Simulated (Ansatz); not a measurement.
System: sum formula GaH2Cl, charge 0, multiplicity 1. 
Coordinates optimised at B3LYP-D3(BJ)/def2-TZVP (Ansatz, a program for electronic structure):
```xyz
4

Cl     1.3067    -0.6404     0.0485
Ga    -0.6373     0.3123    -0.0237
H     -0.6084     1.8689    -0.0295
H     -1.8488    -0.6647    -0.0617
```
Charge 0, spin multiplicity 1.

Computed values are from Ansatz. Cores are frozen in the correlated levels unless marked. Open shells are spin-unrestricted. No spin-orbit coupling. Frozen are the shells of the preceding noble gas and the d and f shells that filled before the atom's block. No relativistic terms. Basis-set limits of correlation are two-point, X^-3; Hartree-Fock from the larger set.

Question: What is the T1 diagnostic at CCSD/def2-QZVPPD?

Answer: 0.008.

Question: What is the dipole moment at CCSD(T)/def2-SVPD?

Answer: 2.11 D.

Question: What is the atomisation energy De at CCSD(T)/CBS(def2-TZVPPD,def2-QZVPPD)?

Answer: 938.5 kJ/mol.

Question: What is the total energy at CCSD(T)/CBS(def2-TZVPPD,def2-QZVPPD)?

Answer: -2384.3790 Eh.

Question: What is the vertical ionisation energy (to the doublet) at CCSD(T)/CBS(def2-TZVPPD,def2-QZVPPD)?

Answer: 11.26 eV.
